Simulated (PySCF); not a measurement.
C2H6N2OSi, SMILES N(=C=O)[Si@H](N)C.

Geometry optimised at PBE-D3(BJ)/def2-SVP. The structure was generated by enumeration; whether it is a known compound was not checked. The values are those of a single conformer.

All values below come from PBE-D3(BJ)/def2-SVP in PySCF.

Frequencies are harmonic and unscaled.

Computed vibrational spectrum:
```csv
mode,ν (cm⁻¹),IR (km/mol),moving atoms (share of kinetic energy)
1,38,0.0,"N 41 %, O 29 %, C 17 %, H 10 %"
2,44,0.3,"N 60 %, O 26 %, H 9 %"
3,148,0.1,H 96 %
4,188,5.9,"H 55 %, C 19 %, N 19 %"
5,241,6.6,"H 35 %, N 31 %, C 20 %, Si 13 %"
6,267,17.3,"H 48 %, N 35 %"
7,301,25.8,"H 44 %, N 26 %, Si 24 %"
8,437,172.3,"H 64 %, N 33 %"
9,537,114.6,"Si 40 %, O 22 %, C 18 %, H 11 %, N 9 %"
10,577,18.4,"C 73 %, O 15 %, N 12 %"
11,581,18.8,"C 72 %, O 15 %, N 12 %"
12,623,18.7,H 90 %
13,691,43.6,"C 39 %, H 29 %, Si 26 %"
14,750,7.4,"H 74 %, C 16 %"
15,810,11.1,"H 61 %, N 20 %, C 11 %, Si 9 %"
16,856,242.9,"H 79 %, Si 12 %"
17,867,63.4,"H 48 %, N 25 %, Si 22 %"
18,901,191.9,"H 62 %, Si 24 %, N 12 %"
19,1222,30.6,"H 77 %, C 22 %"
20,1380,3.6,H 96 %
21,1383,2.7,H 96 %
22,1459,24.1,"N 55 %, O 41 %"
23,1498,38.7,"H 90 %, N 10 %"
24,2191,138.4,H 97 %
25,2398,1261.5,"C 69 %, N 19 %, O 11 %"
26,2980,1.0,H 97 %
27,3078,2.8,"H 91 %, C 9 %"
28,3090,2.6,"H 91 %, C 9 %"
29,3483,20.1,H 96 %
30,3577,23.1,"H 91 %, N 9 %"
```
